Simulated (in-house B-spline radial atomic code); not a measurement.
A fraction x of an electron is removed from 4p in the cadmium ion Cd²⁺, starting from [Kr] 4d10 and keeping the highest spin. Method: non-relativistic TPSSh, spin-polarised, spherical fractional occupations, point nucleus. Calculated with an all-electron radial atomic-structure program (B-spline basis).

Caution: exact exchange at fractional occupations of open shells leaves self-interaction of up to several eV.

```csv
x,E(x) - E(0) (eV),4p down level (eV)
0,0.0000,-85.843
0.19,16.5932,-88.831
0.37,32.8412,-91.710
0.41,36.5225,-92.356
0.5,?,?
0.58,52.4578,-95.124
0.72,65.9364,-97.432
0.79,72.7974,-98.595
0.99,?,?
1,93.8714,-102.119
```

Q: What belongs in the row x = 0.5?

A: An energy change of 44.9002 eV; 4p down at -93.817 eV.

Q: What belongs in the row x = 0.99?

A: An energy change of 92.8511 eV; 4p down at -101.950 eV.

Q: Check Janak's theorem between x = 0.19 and 0.37.

A: The slope of the energy is 90.27 eV; the orbital levels give 90.27 eV (-ε of the emptying orbital, averaged over the two points).
